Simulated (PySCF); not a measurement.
Species: C6H14N (charge +1).
Atom-mapped SMILES: `[CH3:1][CH2:2][CH2:3][NH+:4]1[CH2:5][CH2:6][CH2:7]1` (hydrogens: H8, H9, H10 on C1; H11, H12 on C2; H13, H14 on C3; H15 on N4; H16, H17 on C5; H18, H19 on C6; H20, H21 on C7)

Structure used (PBE0-D3(BJ)/def2-SVP), in Å, numbered top down from 1:
```xyz
21
C6H14N angstrom
C      2.579    0.365   -0.503
C      1.854   -0.827    0.103
C      0.629   -0.462    0.920
N     -0.386    0.252    0.104
C     -1.132   -0.502   -0.976
C     -2.444    0.155   -0.532
C     -1.710    0.632    0.726
H      3.488    0.039   -1.026
H      1.976    0.902   -1.258
H      2.888    1.089    0.267
H      2.530   -1.371    0.781
H      1.576   -1.555   -0.679
H      0.131   -1.349    1.338
H      0.885    0.210    1.754
H      0.064    1.080   -0.303
H     -1.067   -1.579   -0.768
H     -0.748   -0.297   -1.983
H     -2.764    0.976   -1.188
H     -3.292   -0.521   -0.370
H     -1.876    0.010    1.616
H     -1.760    1.693    1.002
```

Computed with PySCF at PBE0/def2-SVPD, non-relativistic, on one gas-phase PBE0-D3(BJ)/def2-SVP geometry that isn't relaxed in the solvent. The solvent is an IEF-PCM continuum (Bondi radii, 1.10 Å for H, scaled by 1.2), and excitations are vertical TDDFT with non-equilibrium linear response and a frozen core. Specific hydrogen bonds and non-electrostatic terms are outside this model.

```tsv
run	E − E(gas) (kJ/mol)	HOMO (eV)	HOMO–LUMO gap (eV)	lowest singlet (eV)	static polarisability (au)
gas	0.00	-13.77	9.71	8.57	72.9
P	-234.16	-9.66	10.13	8.94	98.4
Q	-209.20	-10.07	10.07	8.89	93.5
```

Question: The runs were made in dichloromethane and water. Which run belongs to which solvent?

Answer: P = water, Q = dichloromethane. The dielectric constants are 8.93 (dichloromethane), 78.36 (water), and the energy falls further as ε rises. The optical constants n² used for the excitations are 2.03, 1.78 in the same order. In this model the ground state sees the solvent through ε alone.

Question: How constant is the ratio of the lowering to 1 − 1/ε?

Answer: 
```csv
solvent,1 − 1/ε,E − E(gas) (kJ/mol),ratio (kJ/mol),polarisation term (kJ/mol)
dichloromethane,0.888,-209.20,-235.6,-213.95
water,0.987,-234.16,-237.2,-241.14
```

The ratio changes by +0.7 % in size from dichloromethane to water. The polarisation term is half the interaction of the solute with the induced surface charges.
